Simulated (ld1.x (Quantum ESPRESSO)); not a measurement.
**silver (Ag): one change to a TM potential, before and after**

```json
{
  "Element": "Ag (Z = 47)",
  "Generator": "ld1.x (Quantum ESPRESSO) 7.5",
  "Type": "norm-conserving Troullier–Martins (Kleinman–Bylander form)",
  "Functional": "Wu–Cohen",
  "Relativity": "scalar-relativistic",
  "Frozen core": "[Ar] 3d10",
  "Valence charge": "19",
  "Reference configuration": "4s2 4p6 4d10 5s0 5p0 (charge +1)",
  "Partial waves": "4s (bound): rc 1.30 bohr; 4d (bound): rc 1.85 bohr; 4p (bound): rc 1.50 bohr",
  "Local potential": "the p channel",
  "Core correction": "Bessel-smoothed model core inside 1.25 bohr"
}
```

Change: wave 4p (bound): rc 1.50 bohr becomes 4p (bound): rc 1.88 bohr.

Cutoffs: the cutoffs (Ry, on a coarse ladder) from which the occupation-weighted sum of valence levels, in a spherical-Bessel basis at the reference potential, stays within 10 and 1 mRy of its value at 400 Ry; they do not see the model core or the augmentation charge, which bear on the density cutoff. Errors are all-electron minus pseudo energies relative to the spin-unpolarised reference configuration.

What does the change do?

The potential gets neither clearly harder nor softer (90 Ry and 140 Ry → 90 Ry and 140 Ry); of the 7 tests that both files solve, the error grows in 7 and shrinks in 0 by more than 15 % and 0.3 meV (median size 427.4 → 505.2 meV); neither file shows a bound ghost. More of the atom is replaced by a form fitted at one configuration, so other configurations suffer.

| quantity | base | changed |
| --- | --- | --- |
| cutoff, loose | 90 Ry | 90 Ry |
| cutoff, tight | 140 Ry | 140 Ry |
| bound ghosts | none | none |
| error for 4s2 4p6 4d10 5s1 5p0, meV [ΔE -7.73 eV] | +427 | +505 |
| error for 4s2 4p6 4d9 5s0 5p0, meV [ΔE 22.13 eV] | +4.2 | +8.7 |
| error for 4s2 4p6 4d8 5s0 5p0, meV [ΔE 58.33 eV] | +32 | +53 |
| error for 4s2 4p5 4d10 5s1 5p0, meV [ΔE 57.50 eV] | +643 | +745 |
| error for 4s1 4p6 4d10 5s1 5p0, meV [ΔE 94.30 eV] | +608 | +730 |
| error for 4s2 4p6 4d10 5s0.5 5p0, meV [ΔE -4.72 eV] | +247 | +291 |
| error for 4s2 4p6 4d9 5s2 5p0, meV [ΔE -3.68 eV] | +1062 | +1242 |
